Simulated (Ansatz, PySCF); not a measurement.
Energy difference R1 → 2 P1, each structure at its B3LYP-D3(BJ)/def2-TZVP stationary point, reached from a drawn start (curvature not checked).
R1: H4Sn2 (SMILES [SnH2]=[SnH2]), charge 0, multiplicity 1.
P1: H2Sn (SMILES [SnH2]), charge 0, multiplicity 1.

P less R. No zero-point or thermal terms; no spin–orbit coupling.

Correlated levels freeze the cores. In cc and def2 sets filled d and f shells under p-block atoms count as core.

Run with Ansatz (a program for electronic structure) with Gaussian orbitals; PySCF for the D3/D4 terms. All values are computed, each at the level named. Elements past Kr take the def2 small-core potentials, without spin–orbit coupling.

```
level                        reaction energy (eV)
---------------------------  --------------------
PBE/def2-TZVPP                              1.414
revPBE/def2-TZVPP                           1.209
r2SCAN-D3(BJ)/def2-TZVPP                    1.538
r2SCAN-D4/def2-TZVPP                        1.534
CAM-B3LYP-D3(BJ)/def2-TZVPP                 1.161
MP2/def2-QZVPP                              1.320
CCSD(T)/def2-SVP                            1.158
CCSD(T)/def2-TZVPP                          1.258
CCSD(T)/def2-QZVPP                     (withheld)
```

Q: What belongs in the gaps?

A: 
- CCSD(T)/def2-QZVPP, reaction energy (eV): 1.316
